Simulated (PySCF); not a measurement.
## Polarisability and C₆ of Co (cobalt, neutral)

[Ar] 3d7 4s2, high-spin 4F determinant. All numbers are calculated (PySCF 2.14, no relativity, point nucleus, in aug-cc-pVTZ with one added diffuse shell each of s, p, d, f, g type (9s8p6d4f3g, 118 functions)). Coupled (time-dependent) response in atomic units; α is the mean over directions.

```
method  mean α (bohr³)  C₆ (like pair)  S(−4)
  PBE0           58.87           511.7   1864
```

S(−4) is the Cauchy moment in α(ω) = α(0) + S(−4) ω² + …

Reference α: 55 ± 4 bohr³ (recommended; Schwerdtfeger and Nagle, table of static dipole polarizabilities (2023 update)). Published C₆: 408.0 (Chu and Dalgarno (2004); Tang, Norbeck and Certain (1976)).

α(iu) at PBE0:

| u (hartree) | α(iu) (bohr³) |
| --- | --- |
| 0 | 58.87 |
| 0.0500 | 54.62 |
| 0.100 | 45.27 |
| 0.200 | 28.01 |
| 0.300 | 18.04 |
| 0.500 | 9.371 |
| 0.750 | 5.453 |
| 1.00 | 3.732 |
| 1.50 | 2.205 |
| 2.00 | 1.515 |
| 3.00 | 0.8764 |
| 5.00 | 0.4173 |

A single London oscillator, α(iu) = α/(1 + u²/ω²), gives C₆ = (3/4) ω α². Matching the computed C₆ needs ω = 4 × 511.7 / (3 × 58.87²) = 0.197 hartree.
